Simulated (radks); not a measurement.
Valence configurations of Ni3+ (all share [Ar]). Calculated with a radial shooting solver on a logarithmic mesh with Libxc functionals: non-relativistic Kohn-Sham, BLYP, spin-polarised, spherical densities, point nucleus; open shells are filled with parallel spins first. Energies are relative to 3d7; eigenvalues in eV for spin up.

valence          E (eV)  moment (Bohr magnetons)    e(3d)    e(4p)    e(4s)
3d7               0.000                        3  -48.763        -        -
3d6 4s1          13.484                        5  -57.325        -  -36.833
3d6 4p1          21.818                        5  -58.475  -29.137        -
3d5.5 4s1 4p0.5  26.031                        6  -62.430  -30.040  -38.644
3d6.5 4s0.5       6.265                        4  -52.954        -  -35.296
3d5 4p2          48.862                        7  -68.747  -32.040        -
3d5 4s2          33.340                        5  -66.640        -  -39.077
3d5.5 4s1.5      22.816                        5  -61.897        -  -37.979
3d5.5 4p1.5      34.650                        6  -63.545  -30.618        -
3d4.5 4s2 4p0.5  52.413                        5  -71.792  -31.812  -40.860

NIST lists [Ar] 3d7 as the ground configuration; this level of theory agrees among the configurations tried. The energies are those of spherical high-spin densities, not of single terms.
